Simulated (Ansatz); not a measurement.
`CC#C[SiH2]C` + BH₃ → `BC#CC` + `C[SiH3]`  (formal exchange of groups at a C–Si bond)

Gas-phase electronic energies from Ansatz, PBE0-D4/def2-TZVP geometries. CCSD(T)/CBS adds triple-zeta CCSD(T) − MP2 to the extrapolated MP2 energy (def2 sets, frozen cores). This one scheme is used for every species. DFT in def2-TZVPP. B3LYP here is the variant with VWN-RPA as its local correlation; programs differ in this.

```json
{"level": "PBE-D4", "ΔE (kcal/mol)": "-9.4", "difference from CCSD(T)/CBS": "-4.3"}
{"level": "B3LYP-D4", "ΔE (kcal/mol)": "-7.4", "difference from CCSD(T)/CBS": "-2.3"}
{"level": "ωB97X-V", "ΔE (kcal/mol)": "-5.8", "difference from CCSD(T)/CBS": "-0.7"}
{"level": "ωB97M-V", "ΔE (kcal/mol)": "-6.2", "difference from CCSD(T)/CBS": "-1.1"}
{"level": "PBE", "ΔE (kcal/mol)": "-10.0", "difference from CCSD(T)/CBS": "-4.9"}
{"level": "r2SCAN", "ΔE (kcal/mol)": "-8.4", "difference from CCSD(T)/CBS": "-3.3"}
{"level": "B3LYP", "ΔE (kcal/mol)": "-8.5", "difference from CCSD(T)/CBS": "-3.4"}
{"level": "HF/def2-TZVPP", "ΔE (kcal/mol)": "-4.8", "difference from CCSD(T)/CBS": "0.3"}
{"level": "MP2/def2-TZVPP", "ΔE (kcal/mol)": "-4.3", "difference from CCSD(T)/CBS": "0.8"}
{"level": "SCS-MP2/def2-TZVPP", "ΔE (kcal/mol)": "-4.0", "difference from CCSD(T)/CBS": "1.1"}
{"level": "CCSD/def2-TZVPP", "ΔE (kcal/mol)": "-5.0", "difference from CCSD(T)/CBS": "0.1"}
{"level": "CCSD(T)/def2-TZVPP", "ΔE (kcal/mol)": "-5.2", "difference from CCSD(T)/CBS": "-0.1"}
{"level": "HF/def2-QZVPP", "ΔE (kcal/mol)": "-4.7", "difference from CCSD(T)/CBS": "0.4"}
{"level": "HF/CBS(def2)", "ΔE (kcal/mol)": "-4.7", "difference from CCSD(T)/CBS": "0.4"}
{"level": "MP2/CBS(def2)", "ΔE (kcal/mol)": "-4.2", "difference from CCSD(T)/CBS": "0.9"}
{"level": "CCSD/CBS(def2)", "ΔE (kcal/mol)": "-4.9", "difference from CCSD(T)/CBS": "0.2"}
{"level": "CCSD(T)/CBS", "ΔE (kcal/mol)": "-5.1", "difference from CCSD(T)/CBS": "0"}
```

Largest T1 diagnostic among the species: 0.013.

The D4 term adds +1.0 kcal/mol with B3LYP and +0.6 kcal/mol with PBE0; it sums over pairs of atoms, weighted by their polarisabilities, and B3LYP, whose exchange is more repulsive, gets the larger term. From PBE to PBE0 (25 % exact exchange), in def2-TZVPP and without D4, ΔE moves by +1.7 kcal/mol.
